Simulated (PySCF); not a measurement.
**Tl⁺ (thallium, charge +1): PBE0 calculation**

Configuration: [Xe] 4f14 5d10 6s2, closed-shell 1S. Calculation: PySCF 2.14, in x2c-TZVPPall with one added diffuse shell each of s, p, d, f type (12s8p7d4f, 99 functions); the spin-free X2C one-electron Hamiltonian (Gaussian nucleus).

| Item | Value |
| --- | --- |
| Total energy | -20249.03 hartree |
| One-electron energy | -27699.80 hartree |
| Hartree (Coulomb) energy | 7836.98 hartree |
| Exchange-correlation energy | -386.20 hartree |
| ⟨S²⟩ | 0.0000 |
| ⟨L²⟩ | 0.000 |
| Sum of ⟨r⟩ | 44.22 bohr |
| Sum of ⟨r²⟩ | 52.11 bohr² |
| Langevin diamagnetic susceptibility | -41.3 ×10⁻⁶ cm³/mol |

```json
{"shell": "1s", "electrons": "2", "mean orbital energy (hartree)": "-3140.92667", "rms radius, mean of both spins (bohr)": "0.0184"}
{"shell": "2s", "electrons": "2", "mean orbital energy (hartree)": "-560.84668", "rms radius, mean of both spins (bohr)": "0.0743"}
{"shell": "2p", "electrons": "6", "mean orbital energy (hartree)": "-484.83125", "rms radius, mean of both spins (bohr)": "0.0683"}
{"shell": "3s", "electrons": "2", "mean orbital energy (hartree)": "-134.76968", "rms radius, mean of both spins (bohr)": "0.190"}
{"shell": "3p", "electrons": "6", "mean orbital energy (hartree)": "-112.68350", "rms radius, mean of both spins (bohr)": "0.192"}
{"shell": "3d", "electrons": "10", "mean orbital energy (hartree)": "-88.67213", "rms radius, mean of both spins (bohr)": "0.176"}
{"shell": "4s", "electrons": "2", "mean orbital energy (hartree)": "-30.64436", "rms radius, mean of both spins (bohr)": "0.416"}
{"shell": "4p", "electrons": "6", "mean orbital energy (hartree)": "-23.32961", "rms radius, mean of both spins (bohr)": "0.444"}
{"shell": "4d", "electrons": "10", "mean orbital energy (hartree)": "-14.42893", "rms radius, mean of both spins (bohr)": "0.472"}
{"shell": "5s", "electrons": "2", "mean orbital energy (hartree)": "-5.27816", "rms radius, mean of both spins (bohr)": "0.934"}
{"shell": "4f", "electrons": "14", "mean orbital energy (hartree)": "-4.69159", "rms radius, mean of both spins (bohr)": "0.512"}
{"shell": "5p", "electrons": "6", "mean orbital energy (hartree)": "-3.25009", "rms radius, mean of both spins (bohr)": "1.07"}
{"shell": "5d", "electrons": "10", "mean orbital energy (hartree)": "-0.91480", "rms radius, mean of both spins (bohr)": "1.49"}
{"shell": "6s", "electrons": "2", "mean orbital energy (hartree)": "-0.63083", "rms radius, mean of both spins (bohr)": "2.56"}
```

Spin-orbit coupling, which splits the p, d and f shells strongly at this Z, is absent.

Densities and radii are taken from the X2C orbitals without a picture-change correction, which distorts them close to the nucleus.
